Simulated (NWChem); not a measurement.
System: C₄H₄ClF; SMILES F/C=C\C=C/Cl

Excerpt of the output:

```
             Northwest Computational Chemistry Package (NWChem) 7.3.0
             --------------------------------------------------------

                             Geometry "geometry" -> ""
                             -------------------------

 Output coordinates in angstroms (scale by  1.889725989 to convert to a.u.)

  No.       Tag          Charge          X              Y              Z
 ---- ---------------- ---------- -------------- -------------- --------------
    1 F                    9.0000    -0.28858300    -2.96734200     0.00000000
    2 C                    6.0000     0.73273200    -2.11682000     0.00000000
    3 C                    6.0000     0.56153300    -0.78990500     0.00000000
    4 C                    6.0000    -0.73085100    -0.14114300     0.00000000
    5 C                    6.0000    -0.94909000     1.18270900     0.00000000
    6 Cl                  17.0000     0.30300300     2.36953200     0.00000000
    7 H                    1.0000     1.70350600    -2.61956100     0.00000000
    8 H                    1.0000     1.46053900    -0.16957400     0.00000000
    9 H                    1.0000    -1.61823600    -0.78055500     0.00000000
   10 H                    1.0000    -1.95233400     1.61222200     0.00000000

 Effective nuclear repulsion energy (a.u.)     252.7941607933

                                 NWChem DFT Module
                                 -----------------

 Summary of "ao basis" -> "ao basis" (spherical)
 ------------------------------------------------------------------------------
       Tag                 Description            Shells   Functions and Types
 ---------------- ------------------------------  ------  ---------------------
 F                          6-311g**                 8       18   4s3p1d
 C                          6-311g**                 8       18   4s3p1d
 Cl                         6-311g**                12       26   6s5p1d
 H                          6-311g**                 4        6   3s1p

 in cosmo_initialize ...
 calling solv_data for solv:h2o

 solvent parameters
 solvname_short: h2o
 solvname_long:  water
 dielec:       78.4000
 dielecinf:     1.7769
 aqueous SMD model solvent descriptors
 dielec:       78.4000
 sola:          0.8200

          ---------------
          -cosmo- solvent
          ---------------
 Cosmo: York-Karplus, doi: 10.1021/jp992097l
 dielectric constant -eps-     =  78.40
 screen = (eps-1)/(eps    )    =   0.98724
 surface charge correction     = lagrangian

   van der Waals surface
 --------------------------

 ---------- ATOMIC COORDINATES (A.U.) ------------ VDWR(ANG.) --
     1   -0.54534279   -5.60746329    0.00000000     1.730
     2    1.38466270   -4.00020977    0.00000000     1.850
     3    1.06114350   -1.49270401    0.00000000     1.850
     4   -1.38110813   -0.26672160    0.00000000     1.850
     5   -1.79352004    2.23499593    0.00000000     1.850
     6    0.57259264    4.47776620    0.00000000     2.380
     7    3.21915956   -4.95025250    0.00000000     1.200
     8    2.76001851   -0.32044839    0.00000000     1.200
     9   -3.05802262   -1.47503507    0.00000000     1.200
    10   -3.68937630    3.04665781    0.00000000     1.200
 number of segments per atom =        128
 number of   points per atom =        128
 atom (   nspa,  nppa )
 ----------------------
    1 (     84,     0 )       0
    2 (     52,     0 )       0
    3 (     42,     0 )       0
    4 (     44,     0 )       0
    5 (     32,     0 )       0
    6 (     96,     0 )       0
    7 (     54,     0 )       0
    8 (     42,     0 )       0
    9 (     52,     0 )       0
   10 (     48,     0 )       0
 number of -cosmo- surface points =      546
 molecular surface =    144.055 angstrom**2
 molecular volume  =    123.384 angstrom**3
 -lineq- algorithm             =   0
 -bem- low  level              =   3
 -bem- from -octahedral-
 gaussian surface charge width =   4.50000
 degree of switching           =   1.00000
 switching function tolerance  =   0.00010
 atomic radii =
 --------------
    1  9.000  1.730
    2  6.000  1.850
    3  6.000  1.850
    4  6.000  1.850
    5  6.000  1.850
    6 17.000  2.380
    7  1.000  1.200
    8  1.000  1.200
    9  1.000  1.200
   10  1.000  1.200
 ...... end of -cosmo- initialization ......

 nat:                    10
 ixmem:                  5529
 calling mnsol_interface()
 G(SMD-CDS) energy (kcal/mol)  =     4.212
 SMD-CDS SASA (angstrom**2)    =   152.646

            General Information
            -------------------
          SCF calculation type: DFT
          Wavefunction type:  closed shell.
          No. of atoms     :    10
          No. of electrons :    54
           Alpha electrons :    27
            Beta electrons :    27
          Charge           :     0
          Spin multiplicity:     1
          Use of symmetry is: off; symmetry adaption is: off
          Maximum number of iterations: 150
          AO basis - number of functions:   140
                     number of shells:    68
          Convergence on energy requested:  1.00D-06
          Convergence on density requested:  1.00D-05
          Convergence on gradient requested:  5.00D-04

              XC Information
              --------------
                         PBE0 Method XC Functional
                     Hartree-Fock (Exact) Exchange  0.250
          PerdewBurkeErnzerhof Exchange Functional  0.750
            Perdew 1991 LDA Correlation Functional  1.000 local
           PerdewBurkeErnz. Correlation Functional  1.000 non-local

             Grid Information
             ----------------
          Grid used for XC integration:  medium
          Radial quadrature: Mura-Knowles
          Angular quadrature: Lebedev.
          Tag              B.-S. Rad. Rad. Pts. Rad. Cut. Ang. Pts.
          ---              ---------- --------- --------- ---------
          F                   0.50       49          13.0       434
          C                   0.70       49          12.0       434
          Cl                  1.00       88          13.0       590
          H                   0.35       45          13.0       434
          Grid pruning is: on
          Number of quadrature shells:   513
          Spatial weights used:  Erf1

      Superposition of Atomic Density Guess
      -------------------------------------

 Sum of atomic energies:        -711.55557938

      Non-variational initial energy
      ------------------------------

 Total energy =    -714.482326
 1-e energy   =   -1480.517760
 2-e energy   =     513.241273
 HOMO         =      -0.234336
 LUMO         =      -0.011464

   convergence    iter        energy       DeltaE   RMS-Dens  Diis-err
 ---------------- ----- ----------------- --------- --------- ---------
     COSMO gas phase
 d= 0,ls=0.0,diis     1   -714.3829383361 -9.67D+02  7.18D-03  1.16D+00
 d= 0,ls=0.0,diis     2   -714.3869501781 -4.01D-03  4.87D-03  8.12D-01
 d= 0,ls=0.0,diis     3   -714.4539001269 -6.69D-02  1.32D-03  1.45D-01
 d= 0,ls=0.0,diis     4   -714.4673978546 -1.35D-02  5.04D-04  7.77D-03
 d= 0,ls=0.0,diis     5   -714.4683285182 -9.31D-04  1.37D-04  8.97D-04
  Resetting Diis
 d= 0,ls=0.0,diis     6   -714.4684256481 -9.71D-05  4.96D-05  6.12D-05
 d= 0,ls=0.0,diis     7   -714.4684316629 -6.01D-06  2.70D-05  5.12D-06
 d= 0,ls=0.0,diis     8   -714.4684304860  1.18D-06  1.80D-05  1.40D-05
 d= 0,ls=0.0,diis     9   -714.4684322684 -1.78D-06  2.24D-06  1.75D-07
 d= 0,ls=0.0,diis    10   -714.4684322911 -2.27D-08  3.52D-07  5.69D-09

   convergence    iter        energy       DeltaE   RMS-Dens  Diis-err
 ---------------- ----- ----------------- --------- --------- ---------
     COSMO solvation phase
 d= 0,ls=0.0,diis     1   -714.4681738473  2.58D-04  1.05D-03  2.67D-03
 d= 0,ls=0.0,diis     2   -714.4689428088 -7.69D-04  1.88D-04  8.44D-04
 d= 0,ls=0.0,diis     3   -714.4690079329 -6.51D-05  7.83D-05  3.48D-04
 d= 0,ls=0.0,diis     4   -714.4690428622 -3.49D-05  2.88D-05  2.65D-05
 d= 0,ls=0.0,diis     5   -714.4690458572 -3.00D-06  9.21D-06  2.47D-06
 d= 0,ls=0.0,diis     6   -714.4690460965 -2.39D-07  3.15D-06  4.11D-07

         Total DFT energy =     -714.469046096525
      One electron energy =    -1484.354125410307
           Coulomb energy =      578.491210463844
    Exchange-Corr. energy =      -61.446020331937
 Nuclear repulsion energy =      252.794160793258

             COSMO energy =        0.045728388617

 Numeric. integr. density =       53.999991021089

                                COSMO-SMD solvation results
                                ---------------------------

             internal energy in gas <Psi(g)|H|Psi(g)> =      -714.468432291068
         internal energy in solvent <Psi(s)|H|Psi(s)> =      -714.467414606063
                               delta internal energy  =         0.001017685005 (    0.64 kcal/mol)
   total free energy in solvent <Psi(s)|H+V/2|Psi(s)> =      -714.475758177574
 polarization energy contribution <Psi(s)|V/2|Psi(s)> =        -0.008343571511 (   -5.24 kcal/mol)
    total free energy in solvent including G(SMD-CDS) =      -714.469046096525
                       G(SMD-CDS) energy contribution =         0.006712081049 (    4.21 kcal/mol)
     1 M fixed-concentration free energy of solvation =        -0.000613805457 (   -0.39 kcal/mol)

                       DFT Final Molecular Orbital Analysis
                       ------------------------------------

 Vector   25  Occ=2.000000D+00  E=-3.343820D-01
              MO Center=  1.0D-01,  2.1D+00, -3.9D-09, r^2= 2.0D+00
   Bfn.  Coefficient  Atom+Function         Bfn.  Coefficient  Atom+Function
  ----- ------------  ---------------      ----- ------------  ---------------
   106      0.411788   6 Cl px              107     -0.373343   6 Cl py
    97     -0.242784   6 Cl px              109      0.239955   6 Cl px
   110     -0.223833   6 Cl py               98      0.219490   6 Cl py
   103      0.178719   6 Cl px              104     -0.161144   6 Cl py
    64     -0.154834   4 C  s               136      0.126545  10 H  s

 Vector   26  Occ=2.000000D+00  E=-3.278643D-01
              MO Center=  1.5D-01,  4.7D-02, -5.2D-09, r^2= 4.2D+00
   Bfn.  Coefficient  Atom+Function         Bfn.  Coefficient  Atom+Function
  ----- ------------  ---------------      ----- ------------  ---------------
   108      0.334456   6 Cl pz               45     -0.222357   3 C  pz
    49     -0.198848   3 C  pz              111      0.197018   6 Cl pz
    99     -0.194232   6 Cl pz               63     -0.186715   4 C  pz
    67     -0.156501   4 C  pz              105      0.142014   6 Cl pz
    13      0.139409   1 F  pz               41     -0.139877   3 C  pz

 Vector   27  Occ=2.000000D+00  E=-2.443612D-01
              MO Center= -5.5D-02, -1.9D-01, -6.1D-09, r^2= 4.3D+00
   Bfn.  Coefficient  Atom+Function         Bfn.  Coefficient  Atom+Function
  ----- ------------  ---------------      ----- ------------  ---------------
    85     -0.243288   5 C  pz              108      0.231335   6 Cl pz
    27      0.221344   2 C  pz               81     -0.221416   5 C  pz
    49      0.197178   3 C  pz               31      0.188975   2 C  pz
    67     -0.184295   4 C  pz              111      0.180910   6 Cl pz
    45      0.167646   3 C  pz               63     -0.162816   4 C  pz

 Vector   28  Occ=0.000000D+00  E=-3.808766D-02
              MO Center= -1.3D-01, -3.8D-01, -3.3D-09, r^2= 4.3D+00
   Bfn.  Coefficient  Atom+Function         Bfn.  Coefficient  Atom+Function
  ----- ------------  ---------------      ----- ------------  ---------------
    85      0.503107   5 C  pz               31      0.402697   2 C  pz
    67     -0.371112   4 C  pz               27      0.272110   2 C  pz
    81      0.252818   5 C  pz               49     -0.228907   3 C  pz
   111     -0.181131   6 Cl pz               63     -0.179949   4 C  pz
    23      0.170004   2 C  pz               77      0.167694   5 C  pz

 Vector   29  Occ=0.000000D+00  E= 4.400117D-02
              MO Center= -7.0D-03,  2.0D+00, -2.0D-09, r^2= 3.7D+00
   Bfn.  Coefficient  Atom+Function         Bfn.  Coefficient  Atom+Function
  ----- ------------  ---------------      ----- ------------  ---------------
    82      1.313592   5 C  s                96     -0.870054   6 Cl s
   109      0.713794   6 Cl px              110      0.678881   6 Cl py
    84      0.527909   5 C  py               83      0.413990   5 C  px
    46     -0.335449   3 C  s               137     -0.289096  10 H  s
   131      0.254425   9 H  s               106      0.242626   6 Cl px

 Vector   30  Occ=0.000000D+00  E= 7.672999D-02
              MO Center= -1.1D+00, -1.9D-02,  1.6D-08, r^2= 8.4D+00
   Bfn.  Coefficient  Atom+Function         Bfn.  Coefficient  Atom+Function
  ----- ------------  ---------------      ----- ------------  ---------------
   137      1.149985  10 H  s               131      1.040051   9 H  s
    64     -0.903138   4 C  s               119     -0.697287   7 H  s
    28      0.567306   2 C  s                83      0.554760   5 C  px
   125     -0.540712   8 H  s                82     -0.503437   5 C  s
    46      0.307634   3 C  s                84     -0.293642   5 C  py

     Multipole analysis of the density
     ---------------------------------

     L   x y z        total         alpha         beta         nuclear
     -   - - -        -----         -----         ----         -------
     0   0 0 0     -0.000000    -27.000000    -27.000000     54.000000

     1   1 0 0      0.080239      0.197701      0.197701     -0.315163
     1   0 1 0     -0.428554     -0.618247     -0.618247      0.807941
     1   0 0 1      0.000000      0.000000      0.000000      0.000000

     2   2 0 0    -25.880069    -62.039474    -62.039474     98.198880
     2   1 1 0     -3.834503      6.592334      6.592334    -17.019172
     2   1 0 1      0.000000      0.000000      0.000000      0.000000
     2   0 2 0    -33.178305   -416.435211   -416.435211    799.692117
     2   0 1 1     -0.000000     -0.000000     -0.000000      0.000000
     2   0 0 2    -32.878056    -16.439028    -16.439028      0.000000
```

Level: PBE0/6-311G** (spherical d), SMD on the gas-phase geometry. Structure relaxed at the PBE0/def2-SVP level. Solvent: water.

### Question
Which NWChem input produces such a log?

### Answer
One answer among several that fit: the input that was run:
```
start job
memory heap 200 mb stack 900 mb global 1100 mb
geometry units angstroms noautosym nocenter noautoz
  F     -0.288583    -2.967342     0.000000
  C      0.732732    -2.116820     0.000000
  C      0.561533    -0.789905     0.000000
  C     -0.730851    -0.141143     0.000000
  C     -0.949090     1.182709     0.000000
  Cl     0.303003     2.369532     0.000000
  H      1.703506    -2.619561     0.000000
  H      1.460539    -0.169574     0.000000
  H     -1.618236    -0.780555     0.000000
  H     -1.952334     1.612222     0.000000
end
basis spherical
  * library 6-311g**
end
dft
  xc pbe0
  iterations 150
end
cosmo
  do_cosmo_smd true
  solvent water
end
task dft energy
```
